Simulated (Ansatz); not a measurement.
C₄H₈BrClSi (SMILES C=C[Si](Cl)(Br)CC), singlet, at a GFN2-xTB geometry; CASSCF(4,3)/STO-3G run with Ansatz (an electronic-structure program).

Ansatz was given this input:
Ansatz 0.2 input:
```yaml
crystal:
  periodic: [false, false, false]
  atoms:
    - {symbol: C, position_ang: [-2.73365673, -1.33903097, -0.95877729]}
    - {symbol: C, position_ang: [-2.08224548, -0.66734710, -0.02282283]}
    - {symbol: Si, position_ang: [-0.41071239, 0.16275126, -0.25537495]}
    - {symbol: Cl, position_ang: [-0.56654853, 2.14890041, 0.14103372]}
    - {symbol: Br, position_ang: [0.95071648, -0.74912745, 1.26704292]}
    - {symbol: C, position_ang: [0.39188463, -0.13343914, -1.95437815]}
    - {symbol: C, position_ang: [1.77230351, 0.50602673, -2.08996850]}
    - {symbol: H, position_ang: [-2.33723554, -1.46416884, -1.95336258]}
    - {symbol: H, position_ang: [-3.69273018, -1.79624251, -0.77406628]}
    - {symbol: H, position_ang: [-2.53088100, -0.57993428, 0.95982161]}
    - {symbol: H, position_ang: [-0.26267569, 0.26142953, -2.73325556]}
    - {symbol: H, position_ang: [0.47940033, -1.20678213, -2.13306041]}
    - {symbol: H, position_ang: [2.46120784, 0.10165947, -1.35086041]}
    - {symbol: H, position_ang: [2.18485173, 0.31287331, -3.07809807]}
    - {symbol: H, position_ang: [1.71456880, 1.58354468, -1.95026381]}
basis:
  gaussian:
    orbitals: STO-3G
hamiltonian:
  xc: hf
magnetization: {spin_polarized: false}
correlation: {active_space: {window: {electrons: 4, orbitals: 3}}}
```

### Question
What does Ansatz print? Leave out banner, timings and long lists.

### Answer

```
Functional definition: HF
771 factors; integrals over basis functions are off by at most 4.6e-5 eV
mean field evaluation 1: about -93583.5122 eV, gradient 2.3e1 eV
mean field evaluation 2: about -93583.7152 eV, gradient 2.3e1 eV
mean field evaluation 4: about -93586.3228 eV, gradient 1.6e0 eV
mean field evaluation 8: about -93586.3346 eV, gradient 1.4e-2 eV
mean field -93586.33456766 eV, -3439.2343602656 hartree, gradient 6.1e-7 eV, S^2 0.000000; 0 other end points of the search recorded, 0 dependent functions left out
reference -93586.33456766 eV, -3439.2343602656 hartree; 49, 49 occupied and 15, 15 virtual orbitals, 771 factors
state -93587.50036707 eV, -3439.2772026037 hartree
Total energy: -93587.50036707 eV, -3439.2772026037 hartree
```
